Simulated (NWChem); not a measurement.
## Total energies of AlO

```
Al
O 1 1.6384
```
Charge 0, spin multiplicity 2.

The numbers come from NWChem runs, not from measurements. All single points use one geometry, from UB3LYP/def2-SVP, a minimum by its harmonic frequencies.

Basis set: def2-SVP (32 functions).

| method | total energy (Ha) |
|---|---|
| UHF | -316.59135 |
| UMP2 | -316.79285 |
| UB2PLYP | -317.28613 |
| UPBE | -317.26140 |
| UB3LYP | -317.48753 |
| UBHandHLYP | -317.42304 |

Total energies of different functionals aren't comparable as a measure of quality: only differences taken within one method are. 

The correlated methods keep 6 core orbitals frozen. B3LYP has NWChem's definition, with VWN1-RPA local correlation. The structure started from a generated list of species. The unpaired electrons of the parent sit in orbitals of symmetry a1 (C2v labels of the run); other states weren't searched. No SCF solution was tested for a lower state. Open-shell Hartree-Fock references start from PBE0 orbitals.
